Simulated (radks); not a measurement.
Coulomb parameter of the 3d shell of the zinc ion Zn+ in the model configuration [Ar] 3d9 4s1 4p1, as a second difference U = [E(n + 1) + E(n - 1) - 2 E(n)] / (1)^2 with all orbitals relaxed. "Bare": the charge of the atom changes with n. "Screened": the 4p shell takes up the change at fixed total charge, which measures U(3d,3d) + U(4p,4p) - 2 U(3d,4p). Calculated with a radial shooting solver on a logarithmic mesh with Libxc functionals: scalar-relativistic Kohn-Sham, PBEsol, spin-unpolarised, spherical densities, point nucleus.

case             configuration  E - E(n) (eV)
start         [Ar] 3d9 4s1 4p1          0.000
bare +1      [Ar] 3d10 4s1 4p1        -19.852
bare -1       [Ar] 3d8 4s1 4p1         37.490
screened +1      [Ar] 3d10 4s1        -15.078
screened -1   [Ar] 3d8 4s1 4p2         21.733

U(bare) = 17.638 eV, U(screened by 4p) = 6.656 eV, against the Slater integral F0(3d,3d) = 30.222 eV with frozen orbitals.
